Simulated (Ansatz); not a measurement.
`C[SiH](F)[SiH2]N` → `N[SiH2]F` + `C[SiH]`  (silylene formation by 1,1-elimination)

Program: Ansatz. Geometries: PBE0-D4/def2-TZVP. ΔE: electronic, gas phase. CCSD(T)/CBS adds triple-zeta CCSD(T) − MP2 to the extrapolated MP2 energy (def2 sets, frozen cores). This one scheme is used for every species. Functionals use def2-TZVPP. Each species was taken in one conformer, which may not be the lowest.

```
           species  ωB97M-V energy (Eh)
`C[SiH](F)[SiH2]N`           -776.58043
        `N[SiH2]F`           -446.59760
          `C[SiH]`           -329.91044
```

Q: Work out ΔE.

A: ΔE = (-446.59760) + (-329.91044) − (-776.58043) = 0.07239 Eh = +45.4 kcal/mol. CCSD(T)/CBS gives +47.3 kcal/mol.

Largest T1 diagnostic among the species: 0.012.

At CCSD(T), def2-SVP lies −4.4 kcal/mol from the extrapolated value and def2-TZVPP −1.6 kcal/mol. In def2-TZVPP, CCSD(T) changes the Hartree–Fock value by +4.0 kcal/mol (the triples alone add +1.0 kcal/mol) and MP2 by +6.9 kcal/mol.
